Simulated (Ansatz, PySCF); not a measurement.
Energy difference R1 + 2 R2 → P1, each structure at its B3LYP-D3(BJ)/def2-TZVP stationary point, reached from a drawn start (curvature not checked).
R1: C2H2 (SMILES C#C), charge 0, multiplicity 1.
R2, CH2O (SMILES C=O) (charge 0, multiplicity 1, Z-matrix in Å and degrees):
```
C
O 1 1.1989
H 1 1.1075 2 122.05
H 1 1.1075 3 115.91 2 -180.00
```
P1, C4H6O2 (SMILES OCC#CCO) (charge 0, multiplicity 1):
```csv
atom,x (Å),y (Å),z (Å)
O,-2.8080,-0.6972,0.4256
C,-2.0220,0.4076,-0.0095
C,-0.5863,0.1330,0.0084
C,0.5863,-0.1330,-0.0085
C,2.0220,-0.4077,0.0094
O,2.8080,0.6973,-0.4254
H,-2.5457,-1.4722,-0.0838
H,-2.3180,0.7276,-1.0162
H,-2.2566,1.2254,0.6740
H,2.2567,-1.2252,-0.6743
H,2.3179,-0.7279,1.0160
H,2.5457,1.4722,0.0843
```

P less R. No zero-point or thermal terms.

Frozen-core correlation throughout.

Programs: Ansatz (a first-principles code); PySCF for the D3/D4 terms. Each number belongs to the level named beside it.

Total energies in hartree:

```
structure  PBE/def2-TZVPP  B3LYP-D3(BJ)/def2-TZVPP  CCSD(T)/cc-pVTZ
---------  --------------  -----------------------  ---------------
R1             -77.251947               -77.367851       -77.187330
R2            -114.419843              -114.556869      -114.333692
P1            -306.159413              -306.543005      -305.914556
```

### Question
Work out the reaction energy at each level in kcal/mol (1 hartree = 627.50947 kcal/mol), and say how far PBE/def2-TZVPP lies from CCSD(T)/cc-pVTZ.

### Answer
- PBE/def2-TZVPP: (-306.159413) − (-77.251947) − 2 × (-114.419843) = -0.067780 hartree = -42.53 kcal/mol
- B3LYP-D3(BJ)/def2-TZVPP: (-306.543005) − (-77.367851) − 2 × (-114.556869) = -0.061416 hartree = -38.54 kcal/mol
- CCSD(T)/cc-pVTZ: (-305.914556) − (-77.187330) − 2 × (-114.333692) = -0.059842 hartree = -37.55 kcal/mol
PBE/def2-TZVPP less CCSD(T)/cc-pVTZ: -4.98 kcal/mol. CCSD(T)/cc-pVTZ is the level counted from, the highest shown, and no exact or measured value.
